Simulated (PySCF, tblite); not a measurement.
C₄H₁₁N₂PSi.
Numbering: `[CH3:1][N:2]([CH3:3])[P:4]1(=[N:5][SiH3:6])[CH:7]=[CH:8]1` (hydrogens: H9, H10, H11 on C1; H12, H13, H14 on C3; H15, H16, H17 on Si6; H18 on C7; H19 on C8)

Structure used (GFN2-xTB), in Å, numbered top down from 1:
```
atom  x, y, z in Å
C1    -1.446   -1.718    0.065
N2    -1.205   -0.301   -0.088
C3    -2.346    0.485   -0.484
P4     0.351    0.269   -0.213
N5     1.344   -0.792    0.351
Si6    3.061   -0.624    0.396
C7     0.378    2.066   -0.203
C8     0.571    1.567   -1.448
H9    -2.155   -1.887    0.881
H10   -1.859   -2.154   -0.850
H11   -0.501   -2.200    0.304
H12   -2.770    0.134   -1.432
H13   -3.122    0.421    0.284
H14   -2.051    1.527   -0.596
H15    3.474   -1.853    1.066
H16    3.640   -0.531   -0.950
H17    3.502    0.561    1.143
H18    0.358    3.051    0.231
H19    0.764    1.987   -2.420
```

Method: PBE0/pcSseg-1 in PySCF (dipole) on a GFN2-xTB geometry, gas phase.

Masses are those of the commonest isotopes; rigid-rotor values at the optimised geometry. The values belong to one conformer with, in the numbering `[CH3:1][N:2]([CH3:3])[P:4]1(=[N:5][SiH3:6])[CH:7]=[CH:8]1`, C1–N2–P4–N5 -20°.

(1) What are A, B and C (MHz)?

(2) Classify the top.

(3) What does the inertial defect say?

(4) List the rotational levels J(Ka,Kc) to J = 4 (MHz).

(5) Predict some low-J microwave lines.

## Answers

(1) Ia = 210.87, Ib = 483.19, Ic = 649.42 u·Å²; 505379 MHz·u·Å²/I gives A = 2397, B = 1046, C = 778.2 MHz.

(2) An asymmetric top; Ray's κ = -0.669.

(3) Not planar: Δ = Ic − Ia − Ib = -44.64 u·Å². For a rigid frame Δ = −2 Σ m c², so Σ m c² = 22.32 u·Å² lies off the ab plane: 10.37 from hydrogen and 11.95 from heavier atoms. The atom farthest from that plane is 1.56 Å away.

(4) Above 0(0,0):
J = 1: 1(0,1) 1824, 1(1,1) 3175, 1(1,0) 3443
J = 2: 2(0,2) 5436, 2(1,2) 6555, 2(1,1) 7359, 2(2,1) 11411, 2(2,0) 11447
J = 3: 3(0,3) 10769, 3(1,3) 11605, 3(1,2) 13208, 3(2,2) 16883, 3(2,1) 17059, 3(3,1) 24327, 3(3,0) 24330
J = 4: 4(0,4) 17739, 4(1,4) 18302, 4(1,3) 20958, 4(2,3) 24152, 4(2,2) 24654, 4(3,2) 31688, 4(3,1) 31709, 4(4,1) 42023, 4(4,0) 42023

(5) The dipole components are |μa| = 3.42 D, |μb| = 2.04 D, |μc| = 0.43 D. Intensities carry the squares of the components, which stand as 1.00 : 0.36 : 0.02 (a : b : c). Some lines, for components of 0.1 D or more:

| type | branch | J(Ka,Kc) | MHz | lower level (cm⁻¹) |
| --- | --- | --- | --- | --- |
| c | Q | 4(1,4) ← 4(0,4) | 564 | 0.592 |
| c | Q | 2(1,2) ← 2(0,2) | 1119 | 0.181 |
| b | Q | 2(1,1) ← 2(0,2) | 1922 | 0.181 |
| a | R | 2(1,2) ← 1(1,1) | 3381 | 0.106 |
| c | R | 1(1,0) ← 0(0,0) | 3443 | 0.000 |
| c | Q | 3(2,2) ← 3(1,2) | 3675 | 0.441 |
| a | R | 3(0,3) ← 2(0,2) | 5333 | 0.181 |
| a | R | 4(3,2) ← 3(3,1) | 7360 | 0.811 |
| a | R | 4(3,1) ← 3(3,0) | 7378 | 0.812 |
| c | R | 3(3,1) ← 2(2,1) | 12917 | 0.381 |

Its GFN2-xTB frequencies are all real (lowest 40 cm⁻¹). No vibrational averaging or centrifugal distortion is included, and the geometry carries the error of its method. A rigid rotor knows nothing of internal rotation, which can split or shift real lines. Quadrupole hyperfine structure (14N) is left out.

The run took 43 s of wall time on x86-64 server, one thread, shared host. This is the PBE0/pcSseg-1 job that gave the dipole, with the shieldings it also computed.
